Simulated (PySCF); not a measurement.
How methods differ on the excitation energy of Ti²⁺

Ti²⁺ [Ar] 3d2 (3F) → Ti²⁺ [Ar] 3d1 4p1 (high-spin determinant), as a difference of total energies. Calculation: PySCF 2.14, in aug-cc-pVTZ; the non-relativistic Hamiltonian (point nucleus). Correlated levels: valence: [Ar] frozen. The calculations carry no spin-orbit coupling.

```csv
method,excitation energy (eV)
UHF,9.376
LDA,9.608
PBE,9.538
PBE0,9.655
r2SCAN,9.855
B97-3,9.720
wB97M-V,9.757
CAM-B3LYP,9.751
r2SCANh,9.869
MP2 (valence),9.445
SCS-MP2 (valence),9.399
```

Question: How much does correlation contribute at MP2 (valence)?

Answer: 9.445 − (9.376) = 0.069 eV, measured against UHF.

A first-order spin-orbit estimate (lowest level to lowest level, LS coupling) adds -0.016 eV.

The determinant of the upper state mixes LS terms, which raises its energy above the lowest term, most at the Hartree-Fock and MP2 levels.
